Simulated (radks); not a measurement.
Pb22+, 60 electrons, occupied as [Xe] 4f4 6s2 (not the ground configuration).

Method: Dirac Kohn-Sham, PBE, spin-unpolarised, spherical densities, finite nucleus; open shells fill j = l - 1/2 first; Fermi nuclear charge, rms radius 5.5012 fm; computed with a radial shooting solver on a logarithmic mesh with Libxc functionals.

Energy parts (eV):
total: -562224.86
kinetic: 655569.55
electron-nucleus: -1379798.74
Hartree: 171721.18
exchange-correlation: -9716.84

Orbitals (lengths in bohr, moments of r in powers of bohr; <r^-3> diverges for s and p1/2):
[
 {"orbital": "1s1/2", "occ.": "2", "eigenvalue (eV)": "-88665.25", "<r^-3>": "-"},
 {"orbital": "2s1/2", "occ.": "2", "eigenvalue (eV)": "-16480.11", "<r^-3>": "-"},
 {"orbital": "2p1/2", "occ.": "2", "eigenvalue (eV)": "-15859.57", "<r^-3>": "-"},
 {"orbital": "2p3/2", "occ.": "4", "eigenvalue (eV)": "-13673.30", "<r^-3>": "23360"},
 {"orbital": "3s1/2", "occ.": "2", "eigenvalue (eV)": "-4550.714", "<r^-3>": "-"},
 {"orbital": "3p1/2", "occ.": "2", "eigenvalue (eV)": "-4270.918", "<r^-3>": "-"},
 {"orbital": "3p3/2", "occ.": "4", "eigenvalue (eV)": "-3781.004", "<r^-3>": "5547"},
 {"orbital": "3d3/2", "occ.": "4", "eigenvalue (eV)": "-3320.194", "<r^-3>": "969.9"},
 {"orbital": "3d5/2", "occ.": "6", "eigenvalue (eV)": "-3216.178", "<r^-3>": "792.4"},
 {"orbital": "4s1/2", "occ.": "2", "eigenvalue (eV)": "-1566.687", "<r^-3>": "-"},
 {"orbital": "4p1/2", "occ.": "2", "eigenvalue (eV)": "-1444.771", "<r^-3>": "-"},
 {"orbital": "4p3/2", "occ.": "4", "eigenvalue (eV)": "-1311.071", "<r^-3>": "1539"},
 {"orbital": "4d3/2", "occ.": "4", "eigenvalue (eV)": "-1112.717", "<r^-3>": "254.8"},
 {"orbital": "4d5/2", "occ.": "6", "eigenvalue (eV)": "-1086.190", "<r^-3>": "205.0"},
 {"orbital": "4f5/2", "occ.": "4", "eigenvalue (eV)": "-836.5105", "<r^-3>": "50.45"},
 {"orbital": "4f7/2", "occ.": "0", "eigenvalue (eV)": "-829.5350", "<r^-3>": "48.15"},
 {"orbital": "5s1/2", "occ.": "2", "eigenvalue (eV)": "-694.8401", "<r^-3>": "-"},
 {"orbital": "5p1/2", "occ.": "2", "eigenvalue (eV)": "-643.3773", "<r^-3>": "-"},
 {"orbital": "5p3/2", "occ.": "4", "eigenvalue (eV)": "-601.8256", "<r^-3>": "486.4"},
 {"orbital": "5d3/2", "occ.": "0", "eigenvalue (eV)": "-519.5769", "<r^-3>": "77.34"},
 {"orbital": "5d5/2", "occ.": "0", "eigenvalue (eV)": "-511.5500", "<r^-3>": "62.49"},
 {"orbital": "6s1/2", "occ.": "2", "eigenvalue (eV)": "-388.5550", "<r^-3>": "-"},
 {"orbital": "6p1/2", "occ.": "0", "eigenvalue (eV)": "-364.5684", "<r^-3>": "-"},
 {"orbital": "6p3/2", "occ.": "0", "eigenvalue (eV)": "-347.2308", "<r^-3>": "205.7"}
]

The highest occupied level is 6s1/2 at -388.55 eV. The configuration is held as typed, so some empty levels lie below it. The density falls to 0.001 e/bohr^3 at r = 2.19 bohr. Summed over all electrons, <r^2> = 12.74 bohr^2, which gives a Langevin (diamagnetic) susceptibility term of -10.1 x 10^-6 cm^3/mol. The electron density at the nucleus is 2.743e+06 e/bohr^3.
